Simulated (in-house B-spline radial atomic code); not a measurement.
Configurations of the praseodymium ion Pr²⁺, with energies counted from [Xe] 4f3. Computed with an all-electron radial atomic-structure program (B-spline basis): Dirac-Hartree-Fock, average of configuration, Fermi nucleus of rms radius 4.8919 fm. Energies include first-order Breit, QED and recoil terms.

Occupations are held fixed; configurations that lie above the ionisation limit could autoionise.

```
            configuration  E - E(ref) (eV)  highest orbital  its <r> (bohr)
             [Xe] 4f2 7p1           10.578            7p3/2           8.114
             [Xe] 4f2 8d1           14.364            8d5/2           15.89
             [Xe] 4f2 8g1           16.109            8g7/2           28.61
             [Xe] 4f2 9g1           16.511            9g7/2            37.1
[Kr] 4d10 4f3 5s2 5p5 8d1           35.042            8d5/2           16.02
[Kr] 4d10 4f3 5s2 5p5 9g1           37.159            9g7/2            37.1
 [Kr] 4d9 4f3 5s2 5p6 7p1           125.85            7p3/2           8.097
 [Kr] 4d9 4f3 5s2 5p6 9p1              130            9p3/2           18.33
 [Kr] 4d9 4f3 5s2 5p6 9g1            131.8            9g7/2            37.1
```

Task: Order these further configurations by energy, lowest first.
A. [Kr] 4d10 4f3 5s2 5p5 8s1
B. [Kr] 4d9 4f3 5s2 5p6 8s1
C. [Xe] 4f2 9d1
D. [Kr] 4d10 4f3 5s2 5p5 6d1
E. [Xe] 4f2 7g1

Result: C (15.37 eV), E (15.522 eV), D (30.03 eV), A (33.223 eV), B (127.82 eV).

Task: How far above the reference does [Xe] 4f2 8s1 lie?

Result: 12.538 eV; its least bound orbital is 8s1/2 with <r> = 11.25 bohr.

Task: How far above the reference does [Kr] 4d10 4f3 5s2 5p5 9s1 lie?

Result: 34.965 eV; its least bound orbital is 9s1/2 with <r> = 16.59 bohr.

Task: How far above the reference does [Kr] 4d10 4f3 5s2 5p5 7s1 lie?

Result: 29.852 eV; its least bound orbital is 7s1/2 with <r> = 7.055 bohr.
